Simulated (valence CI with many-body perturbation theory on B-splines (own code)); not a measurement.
## As28+: calculated level list

Method: valence CI with perturbative core correlation (CI+MBPT): three valence electrons over a frozen Dirac-Fock core [He], radial functions for each j: 11 s, 11 p, 10 d, 8 f, 5 g, 2 h, with the one-electron correlation potential Σ1, the two-electron term Σ2, the three-electron term Σ3, Breit, model QED; selected CI, second order for the rest, scaled by the run's own slope (own B-spline code, finite nucleus).

The last digits are not significant, and no measured levels were compared; by estimate large intervals hold to a few tenths of a per cent, small ones and those within an open d or f shell to about a per cent.

Levels 136 to 180 of 209, with energies above the lowest level, (2s^2 2p1/2) J=1/2. "Leading %" is the weight of the configuration and term that name the level; weights of strongly mixed levels are sums over their largest components and can fall short. In the jj column 3d3/2^4 stands for four electrons in 3d with j = 3/2. Lifetimes count E1, E2, E3, M1 and M2 decay at the calculated energies, and are blank where another channel may lead or the interval is too uncertain; long ones can be off by a factor of two.

```
No.  Configuration  Term    J  E (× 10³ cm⁻¹)  Leading %  Lifetime  Second component      g              Leading jj
136         2s2p4p    ⁴D  1/2           19407         70    189 fs    20 % 2s2p4p ²P  0.347   2s 2p1/2 4p1/2 (99 %)
137         2s2p4p    ⁴D  3/2           19456         62    322 fs    23 % 2s2p4p ⁴P  1.322   2s 2p1/2 4p3/2 (82 %)
138         2s2p4p    ²P  3/2           19472         32    116 fs    20 % 2s2p4p ²D  1.315   2s 2p1/2 4p1/2 (72 %)
139         2s2p4p    ⁴P  1/2           19498         67    262 fs    17 % 2s2p4p ²S  2.207   2s 2p1/2 4p1/2 (87 %)
140         2s2p4p    ⁴D  5/2           19521         60    349 fs    21 % 2s2p4p ⁴P  1.384   2s 2p1/2 4p3/2 (88 %)
141         2s2p4p    ²P  1/2           19522         55   79.3 fs    16 % 2s2p4p ⁴D  1.020   2s 2p1/2 4p3/2 (86 %)
142         2s2p4d   ⁴F°  3/2           19524         68   92.7 fs   12 % 2s2p4d ⁴D°  0.614   2s 2p1/2 4d3/2 (98 %)
143         2s2p4p    ²D  3/2           19532         53   99.5 fs    21 % 2s2p4p ⁴S  1.255   2s 2p1/2 4p3/2 (89 %)
144         2s2p4d   ⁴F°  5/2           19545         36   49.8 fs   31 % 2s2p4d ⁴D°  1.231   2s 2p1/2 4d5/2 (93 %)
145         2s2p4d   ⁴F°  5/2           19587         39   86.4 fs   26 % 2s2p4d ²D°  1.189   2s 2p1/2 4d3/2 (72 %)
146         2s2p4f    ⁴G  5/2           19587         46   98.5 fs    20 % 2s2p4f ⁴F  0.833  2s 2p1/2 4f5/2 (100 %)
147         2s2p4f    ⁴F  7/2           19594         28   99.8 fs    24 % 2s2p4f ⁴D  1.150  2s 2p1/2 4f7/2 (100 %)
148         2s2p4d   ⁴D°  3/2           19601         42   41.8 fs   27 % 2s2p4d ⁴P°  1.246   2s 2p1/2 4d3/2 (67 %)
149         2s2p4d   ⁴D°  1/2           19606         73   32.7 fs   19 % 2s2p4d ²P°  0.335   2s 2p1/2 4d3/2 (88 %)
150         2s2p4d   ⁴F°  7/2           19607         52   52.4 fs   30 % 2s2p4d ⁴D°  1.276   2s 2p1/2 4d5/2 (88 %)
151         2s2p4d   ²D°  3/2           19625         46   51.9 fs   39 % 2s2p4d ²P°  0.970   2s 2p1/2 4d5/2 (66 %)
152         2s2p4d   ²F°  5/2           19630         59   43.4 fs   18 % 2s2p4d ⁴P°  1.082   2s 2p1/2 4d5/2 (75 %)
153         2s2p4f    ⁴F  3/2           19652         65   98.4 fs    21 % 2s2p4f ²D  0.599   2s 2p1/2 4f5/2 (89 %)
154         2s2p4f    ⁴G  7/2           19652         44   98.6 fs    29 % 2s2p4f ²F  1.043   2s 2p1/2 4f5/2 (88 %)
155         2s2p4f    ⁴D  5/2           19655         32   98.2 fs    27 % 2s2p4f ⁴F  1.040   2s 2p1/2 4f5/2 (56 %)
156         2s2p4f    ⁴G  9/2           19657         42   99.8 fs    36 % 2s2p4f ⁴F  1.215   2s 2p1/2 4f7/2 (89 %)
157         2s2p4s   ⁴P°  5/2           19659         96    288 fs                    1.581      2s 2p3/2 4s (96 %)
158         2s2p4f    ²D  5/2           19662         42   99.9 fs    31 % 2s2p4f ²F  0.942   2s 2p1/2 4f7/2 (56 %)
159         2s2p4f    ²G  7/2           19664         42    101 fs    37 % 2s2p4f ⁴D  1.137   2s 2p1/2 4f7/2 (88 %)
160         2s2p4s   ²P°  3/2           19686         85    196 fs   15 % 2s2p4s ⁴P°  1.385      2s 2p3/2 4s (99 %)
161         2s2p4p    ⁴P  3/2           19764         45    195 fs    21 % 2s2p4p ⁴S  1.609   2s 2p3/2 4p1/2 (99 %)
162         2s2p4p    ⁴D  5/2           19769         35    165 fs    35 % 2s2p4p ⁴P  1.394   2s 2p3/2 4p1/2 (95 %)
163         2s2p4p    ⁴D  7/2           19788        100    410 fs                    1.425  2s 2p3/2 4p3/2 (100 %)
164         2s2p4p    ²P  3/2           19799         48    113 fs    34 % 2s2p4p ⁴S  1.512   2s 2p3/2 4p3/2 (99 %)
165         2s2p4p    ²D  5/2           19819         58    110 fs    42 % 2s2p4p ⁴P  1.363   2s 2p3/2 4p3/2 (95 %)
166         2s2p4p    ²S  1/2           19831         62   84.2 fs    24 % 2s2p4p ²P  1.688   2s 2p3/2 4p3/2 (99 %)
167         2s2p4d   ⁴F°  9/2           19870        100    195 fs                    1.330  2s 2p3/2 4d5/2 (100 %)
168         2s2p4d   ⁴D°  7/2           19876         53   47.8 fs   42 % 2s2p4d ⁴F°  1.332   2s 2p3/2 4d3/2 (56 %)
169         2s2p4d   ⁴D°  5/2           19878         51   42.1 fs   18 % 2s2p4d ⁴F°  1.286   2s 2p3/2 4d3/2 (97 %)
170         2s2p4d   ⁴P°  3/2           19883         54   40.5 fs   39 % 2s2p4d ⁴D°  1.456   2s 2p3/2 4d3/2 (96 %)
171         2s2p4d   ⁴P°  1/2           19885         89   45.7 fs   11 % 2s2p4d ⁴D°  2.360   2s 2p3/2 4d3/2 (98 %)
172         2s2p4d   ²D°  5/2           19899         49   49.5 fs   24 % 2s2p4d ⁴P°  1.252   2s 2p3/2 4d5/2 (97 %)
173         2s2p4d   ²P°  3/2           19911         44   51.2 fs   36 % 2s2p4d ²D°  1.166   2s 2p3/2 4d5/2 (95 %)
174         2s2p4d   ²F°  7/2           19921         85   33.4 fs   14 % 2s2p4d ⁴D°  1.180   2s 2p3/2 4d5/2 (56 %)
175         2s2p4f    ⁴F  7/2           19932         43   98.5 fs    26 % 2s2p4f ⁴G  1.141   2s 2p3/2 4f5/2 (98 %)
176         2s2p4d   ²P°  1/2           19933         86   40.9 fs   10 % 2s2p4d ⁴D°  0.659   2s 2p3/2 4d5/2 (96 %)
177         2s2p4f    ⁴F  9/2           19934         50   98.4 fs    49 % 2s2p4f ⁴G  1.250   2s 2p3/2 4f7/2 (61 %)
178         2s2p4f    ⁴F  5/2           19934         45   98.3 fs    26 % 2s2p4f ⁴D  1.076  2s 2p3/2 4f5/2 (100 %)
179         2s2p4f    ²F  7/2           19940         43   99.6 fs    24 % 2s2p4f ⁴D  1.186   2s 2p3/2 4f7/2 (98 %)
180         2s2p4f    ⁴D  3/2           19940         65   98.1 fs    27 % 2s2p4f ⁴F  0.950  2s 2p3/2 4f5/2 (100 %)
```

Where two levels of one J and parity lie close, their mixing, g and order are uncertain.
